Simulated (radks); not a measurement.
Values are calculated unless marked as measured or tabulated.
Initial-state core-level shifts of neutral rhenium when its valence configuration changes from [Xe] 4f14 5d5 6s2. Code: a radial shooting solver on a logarithmic mesh with Libxc functionals. Model: scalar-relativistic Kohn-Sham, PBEsol, spin-polarised, spherical densities, finite nucleus; open shells are filled with parallel spins first (spin-orbit coupling, left out, can overturn this in heavy ions); Fermi nuclear charge, rms radius 5.3698 fm. Shifts are changes of the shell-averaged eigenvalues in eV (positive: less bound); the change of the density at the nucleus, which sets a Mossbauer isomer shift, is in e/bohr^3, on a base of 1.647e+06.

valence,1s,2s,2p,3p,density at nucleus
4f14 5d5 6s1 6p1,-1.371,-1.364,-1.363,-1.369,-69.6
4f13 5d5 6s2 6p1,-14.539,-15.552,-15.413,-17.029,+136.7
4f14 5d6 6s1,+2.089,+2.181,+2.178,+2.161,-88.3
4f14 5d5 6s1.5 6p0.5,-0.747,-0.743,-0.742,-0.744,-32.8
4f14 5d5 6p2,-2.903,-2.868,-2.865,-2.882,-170.9
4f14 5d5.5 6s1.5,+1.073,+1.120,+1.118,+1.109,-45.1
4f13.5 5d5.5 6s2,-5.104,-5.547,-5.482,-6.285,+50.3
4f14 5d7,+3.538,+3.723,+3.716,+3.689,-179.8
4f13 5d5 6s1 6p2,-15.736,-16.748,-16.606,-18.230,+47.2
